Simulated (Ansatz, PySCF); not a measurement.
C4H5ClSi, SMILES C#C[Si@H](Cl)C=C. Atoms are numbered in the order given.

```xyz
11

C      1.7602     2.0425    -0.7544
C      1.0494     1.2171    -0.2112
Si    -0.0373    -0.0111     0.6037
Cl     0.6609    -1.9286     0.1756
C     -1.7766     0.1654    -0.0292
C     -2.1414     1.0717    -0.9460
H      2.3934     2.7681    -1.2324
H      0.0446     0.1479     2.0769
H     -2.5365    -0.5168     0.3743
H     -3.1750     1.1542    -1.3001
H     -1.4189     1.7698    -1.3827
```
Charge 0, spin multiplicity 1.

Coordinates come from a B3LYP-D3(BJ)/def2-SVP optimisation. The structure was generated by enumeration; whether it is a known compound was not checked. One conformer was computed; it need not be the lowest.

Two levels are set side by side: PBE-D3(BJ)/def2-SVP (Ansatz, a quantum-chemistry and plane-wave program) and B3LYP-D3(BJ)/def2-SVP (Ansatz). Each level has its own optimised geometry; the coordinates shown are those of the second. Frequencies come from the Hessian of PySCF at each geometry. Differences are taken from unrounded values.

| quantity | B3LYP-D3(BJ) |
|---|---|
| mean bond length (Å) | 1.418 |
| bond C1–C2 (Å) | 1.217 |
| bond C2–Si3 (Å) | 1.831 |
| bond Si3–Cl4 (Å) | 2.085 |
| bond Si3–C5 (Å) | 1.859 |
| bond C5–C6 (Å) | 1.340 |
| bond C1–H7 (Å) | 1.075 |
| bond Si3–H8 (Å) | 1.484 |
| bond C5–H9 (Å) | 1.098 |
| bond C6–H10 (Å) | 1.096 |
| bond C6–H11 (Å) | 1.095 |
| highest harmonic wavenumber (cm⁻¹) | 3455 |
| mean harmonic wavenumber (cm⁻¹) | 1178 |
| zero-point energy (kcal/mol) | 45.48 |

Q: What does PBE-D3(BJ) give, and how far is it from B3LYP-D3(BJ)? (Estimate from the structure and the level; the computed values follow.)

A: 
```csv
quantity,PBE-D3(BJ),PBE-D3(BJ) minus B3LYP-D3(BJ)
mean bond length (Å),1.426,0.008
bond C1–C2 (Å),1.229,0.012
bond C2–Si3 (Å),1.835,0.004
bond Si3–Cl4 (Å),2.089,0.004
bond Si3–C5 (Å),1.866,0.007
bond C5–C6 (Å),1.348,0.008
bond C1–H7 (Å),1.083,0.008
bond Si3–H8 (Å),1.499,0.015
bond C5–H9 (Å),1.106,0.008
bond C6–H10 (Å),1.104,0.008
bond C6–H11 (Å),1.104,0.008
highest harmonic wavenumber (cm⁻¹),3389,-66
mean harmonic wavenumber (cm⁻¹),1143,-35
zero-point energy (kcal/mol),44.12,-1.35
```

GGA bonds tend to be longer and softer than those of functionals with exact exchange. Differences between two approximate levels are no errors against the true value.
